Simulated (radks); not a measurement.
Problem. Pb0.5+, configuration [Xe] 4f14 5d10 6p(up 1, down 1) 6s(up 0.75, down 0.75) (fractional occupations, a model configuration). All-electron calculation, scalar-relativistic Kohn-Sham, PBE, spin-polarised, spherical densities, point nucleus. Program: a radial shooting solver on a logarithmic mesh with Libxc functionals. Some entries of the table are withheld. Estimate them.

orbital,occ.,eigenvalue (hartree),<r^2> (bohr^2),r(max) (bohr)
1s,2,-3239.204,0.0003570,0.009837
2s,2,-579.4973,0.005417,0.05713
2p,6,-496.9910,0.004618,(1)
3s,2,(2),0.03484,0.1611
3p,6,-115.5866,0.03612,0.1613
3d,10,-91.49335,0.02993,0.1314
4s,2,-31.65541,0.1665,0.3622
4p,6,-23.90641,0.1909,0.3824
4d,10,-14.94539,0.2143,0.3884
5s,2,-5.46653,0.8160,0.7888
4f,14,-5.05243,0.2467,(3)
5p,6,(4),(5),0.8819
5d,10,-0.94422,1.965,1.071
6s,1.5,-0.59013,5.799,1.947
6p,2,-0.25494,11.18,2.560

Solution. 
(1) 2p r(max) (bohr): 0.04761
(2) 3s eigenvalue (hartree): -139.2380
(3) 4f r(max) (bohr): 0.3498
(4) 5p eigenvalue (hartree): -3.32302
(5) 5p <r^2> (bohr^2): 1.076
